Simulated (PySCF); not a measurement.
diarsenic anion (As2), SMILES [As]#[As] (connectivity only; charge and spin as stated), charge -1, multiplicity 2.

Geometry: PBE-D3(BJ)/def2-TZVPD. The multiplicity is an assumed one; other spin states were not compared.

Method: PBE-D3(BJ)/def2-TZVPD (PySCF).

Frequencies are harmonic and unscaled.

| mode | ν (cm⁻¹) | IR (km/mol) | moving atoms (share of kinetic energy) |
|---|---|---|---|
| 1 | 371 | 0.0 | As 100 % |
